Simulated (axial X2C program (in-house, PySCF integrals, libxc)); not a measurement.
## Correcting the dissociation energy of SnP⁺ for spin–orbit coupling

A spin-free PBE0 curve (one-electron X2C) was computed with an in-house all-electron X2C program for linear molecules (integrals from PySCF), basis Sn dyall-cv3z [11s12p9d4f1g], P dyall-v3z [8s7p2d1f] (cores contracted in-house), for the state M_S = 1, Λ = 0 (beyond evenly filled blocks: π+α, π-α). It gives D0 = 2.253 eV to Sn+ + P, which in a spin-free picture are the weighted means of the ground terms.

Measured levels of the ground terms (NIST Handbook of Basic Atomic Spectroscopic Data), in cm⁻¹: Sn+ 2P: J = 1/2 at 0, J = 3/2 at 4251.5; P 4S: J = 3/2 at 0.

The molecular state has Λ = 0, so it has no first-order lowering.

Task: How far does each ground level lie under the (2J+1)-weighted mean of its term?

Result: Sn+: (2 × 0 + 4 × 4251.5)/6 = 2834 cm⁻¹; P: a single level, 0.

Task: Correct D0.

Result: D0 = 2.253 + (0 − 2834)/8065.5 = 1.902 eV at PBE0 with these spin–orbit terms.

Second-order spin–orbit effects in the molecule, which grow quickly with Z, are left out. One determinant describes the state; a PBE0 search over occupations chose it and may have missed a lower one. De is counted from the lowest determinant-based energies of the atoms at the same level, without counterpoise correction. PBE0 can misorder states that lie within some tenths of an eV, so this need not be the ground state of the molecule. The nearest other spin-free determinant of the search, M_S = 0, Λ = 2, lies 0.86 eV up at the distance of the search.
